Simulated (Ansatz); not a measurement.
The cluster B8⁻, relaxed as a doublet with UKS PBE-D4/def2-SVPD in Ansatz, starting from the GFN1-xTB geometry. Force threshold 0.02 eV/Å.

Another isomer (doublet) lies 2.04 eV lower at PBE0-D4/def2-TZVPD; other spin states weren't run for this one.

Start:

Cartesian coordinates in Å:
```
B 1.214 -0.722 -0.548
B 0.192 -1.248 0.599
B -1.005 0.941 1.405
B 0.104 1.299 0.327
B 1.480 0.880 -0.384
B 0.024 -0.677 -1.717
B -1.214 -0.594 0.949
B -0.795 0.121 -0.632
```

| step | energy (eV) | largest force component (eV/Å) | SCF passes |
| --- | --- | --- | --- |
| 1 | -5390.5641 | 1.228 | 28 |
| 2 | -5390.9409 | 0.970 | 36 |
| 3 | -5391.4114 | 1.330 | 37 |
| 4 | -5391.6275 | 1.233 | 35 |
| 5 | -5391.9587 | 0.876 | 36 |
| 6 | -5392.0574 | 0.944 | 34 |
| 7 | -5392.1249 | 0.882 | 34 |
| 8 | -5392.1922 | 0.278 | 36 |
| 9 | -5392.1969 | 0.233 | 30 |
| 10 | -5392.2002 | 0.051 | 29 |
| 11 | -5392.2005 | 0.022 | 32 |
| 12 (rejected) | -5392.2005 | 0.017 | 31 |
| 13 | -5392.2006 | 0.006 | 32 |

Force components are those of the run's own axes.

End:

```
atom   x (Å)   y (Å)   z (Å)
  B1   1.420  -0.951  -0.614
  B2   0.095  -1.234   0.306
  B3  -0.866   0.839   1.168
  B4   0.094   1.743   0.275
  B5   1.074   0.618  -0.296
  B6   0.154  -0.561  -1.475
  B7  -1.205  -0.715   1.076
  B8  -0.766   0.261  -0.439
```

Bonds formed: B2–B6, B3–B8, B5–B6, B5–B8 (atoms count from 1).

The force fell under the threshold at step 12, but the optimiser went on. No frequencies were taken in this run, so the end may be a saddle point.

Hardware: 4 threads of Arm Neoverse V1 on a shared host. Wall time 29 s.
